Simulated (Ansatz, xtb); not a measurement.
C2H7AlB: where a starting geometry ends

The starting geometry of this gas-phase doublet was built from a drawn formula by distance geometry and a force field; its bonds are those of `[BH2][Al]([CH2])[CH3]`.

```xyz
11

C    -0.4099    1.2098    0.3050
C     1.5850   -1.5727    0.2669
Al   -0.0687   -0.6940   -0.3487
B    -1.1518   -1.4875   -1.8794
H    -2.0812   -0.8839   -2.3087
H    -0.8750   -2.5518   -2.3511
H    -0.4094    1.8638   -0.6035
H    -1.4528    1.2236    0.7509
H     1.6859   -1.5232    1.4167
H     1.5425   -2.6849    0.0168
H     2.4609   -1.1474   -0.2115
```

Q: Predict what becomes of its bonds when it is optimised with r2SCAN-D4/def2-SVP.

A: It keeps its bonds, and is `[BH2][Al]([CH2])[CH3]`.

The energy falls by 1.01 eV over 19 steps:

```json
{"step": "1", "E − E(last) (eV)": "1.014"}
{"step": "3", "E − E(last) (eV)": "0.319"}
{"step": "5", "E − E(last) (eV)": "0.280"}
{"step": "7", "E − E(last) (eV)": "0.188"}
{"step": "9", "E − E(last) (eV)": "0.067"}
{"step": "11", "E − E(last) (eV)": "0.013"}
{"step": "13", "E − E(last) (eV)": "0.005"}
{"step": "15", "E − E(last) (eV)": "0.001"}
{"step": "17", "E − E(last) (eV)": "0.000"}
{"step": "19", "E − E(last) (eV)": "0.000"}
```

Final geometry (Å):

```xyz
11

C    -0.4185    1.1686    0.0096
C     1.5163   -1.5383    0.3062
Al   -0.0560   -0.6740   -0.5017
B    -1.3155   -1.6664   -1.8929
H    -2.2947   -2.3094   -1.5713
H    -1.1248   -1.6641   -3.0926
H     0.1979    1.7377    0.7230
H    -1.2522    1.7817   -0.3638
H     1.5368   -1.3848    1.3999
H     1.5929   -2.6216    0.1203
H     2.4432   -1.0777   -0.0830
```

From the same start GFN2-xTB ends elsewhere, differing in C1–B4 (1.60 against 3.53 Å here).

No frequencies were run, so the end isn't proven a minimum. Open shells are spin-unrestricted. Run with Ansatz 0.2.0, 100 s on 2 threads of Intel(R) Xeon(R) Platinum 8488C (Sapphire Rapids), with other jobs on the host.
